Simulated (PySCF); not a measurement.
Computed shifts of a molecule C2H5FOSi, PBE/pcSseg-1 in PySCF, GIAO, gas phase, atoms alike by connectivity averaged where their shifts nearly agree, in ppm (number of nuclei): ²⁹Si: -21.0 (1). ¹⁹F: -189.9 (1). ¹³C: 148.0 (1), 140.7 (1). ¹H: 6.70 (2), 6.35 (1), 5.27 (1), 2.29 (1). References: ²⁹Si against TMS (σ = 335.4 ppm); ¹⁷O against H2O (σ = 334.3 ppm); ¹⁹F against CFCl3 (σ = 133.6 ppm); ¹³C against TMS (σ = 182.0 ppm); ¹H against TMS (σ = 31.49 ppm), references at their B3LYP-D3(BJ)/def2-TZVP geometries, non-relativistic. The structure is a stationary point at PBE0-D3(BJ)/def2-SVP. One conformer was computed; it need not be the lowest.

Which molecule gave these data?
(A) F/C=C/O[SiH3]
(B) F[Si@H]1CCO1
(C) C=C[SiH](O)F
(D) C=C(F)[SiH2]O

C, C=C[SiH](O)F
